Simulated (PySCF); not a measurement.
Spinor energies of Ag³⁵⁺ (silver, charge +35)

Start: [Ne] 3s2. Calculated with PySCF 2.14 in an uncontracted even-tempered set (18 s from 2.2 bohr⁻², ratio 2.6; 13 p from 2.9 bohr⁻², ratio 2.6; 6 d from 3 bohr⁻², ratio 2.8; 4 f from 43 bohr⁻², ratio 2.8): generalised Hartree-Fock with the X2C-1e Hamiltonian and a Gaussian nucleus; spin-orbit coupling (SO) screened by Boettger's factors.

```
spinor shell  electrons  ε, screened SO (eV)  weight of nominal j (screened SO)  rms radius, screened SO (bohr)
       1s1/2          2             -27714.0                              1.000                          0.0356
       2s1/2          2              -5810.6                              1.000                           0.143
       2p1/2          2              -5547.5                              1.000                           0.124
       3s1/2          2              -2295.7                              1.000                           0.344
```

Question: Where does 2p3/2 lie, and what is the 2p spin-orbit splitting (screened SO)?

Answer: At -5364.1 eV, 183.38 eV above 2p1/2.

| quantity | screened SO |
| --- | --- |
| E (hartree) | -4298.43815 |
| M_J | 0 |
| ⟨J²⟩ | 0.000 |
| ⟨L²⟩ | 0.005 |
| ⟨S²⟩ | 0.005 |

Breit and QED terms are absent; they matter most for the inner s and p1/2 levels.

Densities and radii are taken from the X2C orbitals without a picture-change correction, which distorts them close to the nucleus.
